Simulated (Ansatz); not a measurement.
Cartesian coordinates (Å):
```xyz
15

Nb    -0.2752    -0.0355     0.2030
O     -1.8993     0.7162    -0.5724
H     -2.0738     1.1857    -1.4044
N     -0.8902    -0.8069     1.9242
H     -1.3145    -1.7351     2.0270
H     -0.9916    -0.2806     2.7987
N     -0.3415    -1.3136    -1.3584
H      0.4453    -1.8932    -1.6635
H     -1.0656    -1.2798    -2.0842
N      1.6679    -0.5438     0.3876
H      2.0177    -1.0592     1.2022
H      2.4469    -0.3657    -0.2551
N      0.3442     1.8835     0.3041
H      1.3160     2.1672     0.4576
H     -0.2131     2.6764    -0.0313
```
Charge 0, multiplicity 1.

Calculation: frozen-core CCSD(T)/def2-TZVPP // PBE-D3(BJ)/def2-SVP in Ansatz (an electronic-structure program).

```json
{
  "HF energy": "-354.53583 Ha",
  "MP2 correlation energy": "-1.60618 Ha"
}
```

Task: Estimate the CCSD correlation energy, the (T) correction, the total energy and the T1 diagnostic.

Result: 
```json
{
  "CCSD correlation energy": "-1.60896 Ha",
  "(T) correction": "-0.07890 Ha",
  "CCSD(T) total energy": "-356.22369 Ha",
  "T1 diagnostic": "0.022"
}
```
